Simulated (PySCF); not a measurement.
EPR parameters of C2H4BF2

C2H4BF2 (doublet state).
Cartesian coordinates in Å at the PBE0-D3(BJ)/def2-SVP level; atoms count from 1:
```
atom  x, y, z in Å
C1    -1.1822   -0.1133   -0.1268
C2     0.1990   -0.4410    0.2963
B3     1.4198    0.4262   -0.0192
F4     1.3044    1.5616   -0.6968
F5     2.6400    0.0838    0.3675
H6    -1.5599   -0.8612   -0.8496
H7    -1.2507    0.8760   -0.6003
H8    -1.8856   -0.1463    0.7240
H9     0.3423   -1.3737    0.8545
```

The hyperfine couplings belong to this conformer and change with its torsions.

The species is `C[CH]B(F)F` [radical].

Method: UKS B3LYP, IGLO-III on B C F, pcH-1 on H, non-relativistic, mean-field spin-orbit, GIAO in PySCF. One conformer (not necessarily the lowest) at the PBE0-D3(BJ)/def2-SVP geometry, without solvent, vibrations or thermal averaging. The SCF solution wasn't tested for stability.

```
g1, g2, g3                      : 2.00217, 2.00299, 2.00359
g_iso                           : 2.00291
Form of g                       : rhombic: the two nearest values differ by 42 % of g3 − g1
⟨S²⟩                            : 0.7530 (exact 0.7500)
α and β electrons               : 20, 19
HOMO–LUMO gap, α and β orbitals : 7.23, 6.34 eV
Total energy                    : -303.38308 Eh
Basis functions                 : 215
```

Isotropic coupling and dipolar principal values T1 to T3, in G (MHz turned into gauss with g_iso; 10 G = 1 mT):

```
atom  isotope  a_iso     T1     T2    T3  Mulliken spin population
  C1      13C   -9.9   -1.2    0.3   0.8                     -0.08
  C2      13C   19.1  -24.0  -23.6  47.6                      0.90
  B3      11B  -10.5   -3.5   -0.5   4.0                      0.09
  F4      19F    5.1  -18.2  -16.5  34.7                      0.02
  F5      19F    5.7  -19.7  -17.9  37.7                      0.02
  H6       1H   47.2   -1.9   -1.0   2.9                      0.05
  H7       1H    1.1   -1.4   -1.3   2.7                      0.00
  H8       1H   36.3   -1.8   -1.1   2.9                      0.04
  H9       1H  -18.6  -11.3   -0.6  11.9                     -0.04
```

The Mulliken spin populations are largest on C2 (+0.90), B3 (+0.09) and C1 (-0.08). No atom but C2 exceeds +0.15. The angles at C2 add up to 360.0°, so it is planar; its axial dipolar tensor and the negative coupling of its proton fit spin in a p orbital normal to that plane.

Axes: g3 points within 8° of the C2–B3 bond.

Under fast tumbling the dipolar parts average out, and these isotropic splittings remain: 3 × 1H (H6/H7/H8, I = 1/2, 4 lines) with 2.82 mT, 1 × 1H (H9, I = 1/2, 2 lines) with 1.86 mT, 1 × 11B (B3, I = 3/2, 4 lines) with 1.05 mT, 1 × 19F (F5, I = 1/2, 2 lines) with 0.57 mT and 1 × 19F (F4, I = 1/2, 2 lines) with 0.51 mT.

Class means assume fast exchange of nuclei equivalent by connectivity; if that motion is slow, each nucleus keeps its own coupling. F4 and F5 aren't averaged: B3 is flat or nearly so (angle sum 360°), and its turn about the short B3–C2 bond (1.53 Å) is taken as slow. The three 1H nuclei of mean +79.0 MHz run from 3.0 to 132.2 MHz in the frozen geometry.

Main isotope only: 11B (natural samples also hold 20 % 10B, magnetic too, which adds its own pattern).

The 13C coupling of C2 (53.5 MHz) shows only in satellite lines or after enrichment, since that isotope makes up about 1.07 % of natural carbon.
